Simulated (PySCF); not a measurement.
**Basis and Hamiltonian dependence of the excitation energy of Si**

Si [Ne] 3s2 3p2 (3P) → Si [Ne] 3s2 3p1 4s1 (3P). Calculated with PySCF 2.14 from differences of total energies of unrestricted determinants, without spin-orbit coupling. Values in eV.

```tsv
basis	Hamiltonian	functions	UHF	LDA	PBE0	MP2 (valence)	CCSD(T) (valence)	CCSD(T) (valence and next inner shell)
aug-cc-pV(D+d)Z	non-relativistic	32	4.922	5.003	5.098	5.021	n/a	n/a
ANO-RCC-VTZP	spin-free X2C	34	6.493	6.268	6.434	6.503	6.480	n/a
aug-cc-pVTZ-DK	spin-free X2C	50	4.858	4.949	5.038	5.045	n/a	n/a
dyall-av2z	non-relativistic	50	4.874	4.959	5.051	4.980	4.978	n/a
aug-cc-pV(T+d)Z	non-relativistic	55	4.875	4.967	5.055	5.062	5.077	n/a
aug-cc-pV(T+d)Z with one added diffuse shell each of s, p, d, f type	non-relativistic	71	4.650	4.850	4.925	4.893	4.913	n/a
aug-cc-pCVTZ-DK	spin-free X2C	75	4.851	4.946	5.035	5.042	5.057	5.042
aug-cc-pVQZ-DK	spin-free X2C	84	4.742	4.876	4.964	4.974	4.982	n/a
dyall-av3z	non-relativistic	84	4.728	4.881	4.965	4.942	4.956	n/a
dyall-av3z	spin-free X2C	84	4.712	4.864	4.949	4.926	4.941	n/a
aug-cc-pV(Q+d)Z	non-relativistic	89	4.758	4.893	4.980	4.991	4.999	n/a
dyall-acv3z	spin-free X2C	113	4.711	4.863	4.948	4.928	4.945	4.934
aug-cc-pV(Q+d)Z with one added diffuse shell each of s, p, d, f, g type	non-relativistic	114	4.651	4.848	4.929	4.917	n/a	n/a
aug-cc-pCVQZ-DK	spin-free X2C	134	4.741	4.880	4.965	4.976	n/a	n/a
```

Frozen in the all-electron rows: valence: [Ne]; valence and next inner shell: 1s2.

At UHF, ANO-RCC-VTZP lies more than 0.3 eV from the median of the rows with comparable relativity. Of these, ANO-RCC-VTZP has no diffuse functions of the l that the added or promoted electron needs.
